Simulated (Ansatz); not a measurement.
SnH2Cl (SMILES [Cl][SnH2]): the energy, rung by rung

SnH2Cl has 4 atoms, charge 0, and is taken as a doublet. SMILES: `[Cl][SnH2]`. Geometry: relaxed at PBE0-D4/def2-TZVP.

```xyz
4

Cl   -1.8826    0.3984   -0.5850
Sn    0.3800   -0.1796   -0.3971
H     0.4125   -1.5000    0.7096
H     1.1455    1.2210    0.2521
```

Each level gives the energy change with the Cl1–Sn2 bond stretched from 2.343 to 2.928 Å (eV). The values are calculated.

| level | kind | program | value (eV) | less FCI/STO-3G | CPU time (all runs) |
| --- | --- | --- | --- | --- | --- |
| UBLYP/STO-3G | GGA | Ansatz | 1.27 | -0.29 | 6.2 s |
| U-r2SCAN/STO-3G | meta-GGA | Ansatz | 1.48 | -0.08 | 17 s |
| UB3LYP/STO-3G | global hybrid | Ansatz | 1.44 | -0.12 | 6.1 s |
| UCAM-B3LYP/STO-3G | range-separated hybrid | Ansatz | 1.62 | +0.06 | 7.1 s |
| UHSE06/STO-3G | range-separated hybrid | Ansatz | 1.54 | -0.02 | 7.2 s |
| RPA@PBE/STO-3G | RPA | Ansatz | 1.34 | -0.22 | 7 s |
| UCCSDT/STO-3G | coupled cluster or CI | Ansatz | 1.56 | 0.00 | 3.1 s |
| FCI/STO-3G | exact in the basis | Ansatz | 1.56 | 0.00 | 6.5 s |

FCI/STO-3G is exact within its basis and frozen core, so for wave-function methods in that basis the difference is their error; functionals converge differently with the basis, so for them it is only a difference. All-electron rows without a relativistic Hamiltonian named are non-relativistic. The first shape isn't each level's own minimum. The values span 1.27 to 1.62 eV. All rows use very small basis sets, so even the best lies far from the true value. In the correlated wave-function rows the outer d shell of Sn is correlated, in sets not made for it. CPU times are rough (shared hosts, several kinds of processor): they show what a rung costs within a factor of a few.
